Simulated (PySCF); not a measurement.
CH8GeOSi, SMILES [SiH3][GeH2][CH2]O. Coordinates come from a PBE-D3(BJ)/def2-SVP optimisation. The structure was generated by enumeration, and PubChem lists no compound with its InChIKey, so it may never have been made. The values are those of a single conformer.

Computed equilibrium geometry at PBE-D3(BJ)/def2-SVP (PySCF confirms it by a frequency run) as Cartesian coordinates in Å (one conformer of several):
```xyz
12

O     -2.6449     0.7197     0.5282
C     -1.2680     0.8394     0.8361
Ge    -0.1429    -0.3433    -0.3232
Si     2.2154    -0.0969     0.0287
H     -2.7674     1.0368    -0.3856
H     -0.8894     1.8881     0.7696
H     -1.1376     0.5185     1.8897
H     -0.4950     0.0331    -1.7962
H     -0.5838    -1.8187    -0.1139
H      2.5684    -0.4559     1.4482
H      3.0007    -0.9855    -0.8988
H      2.6290     1.3313    -0.2134
```
Charge 0, spin multiplicity 1.
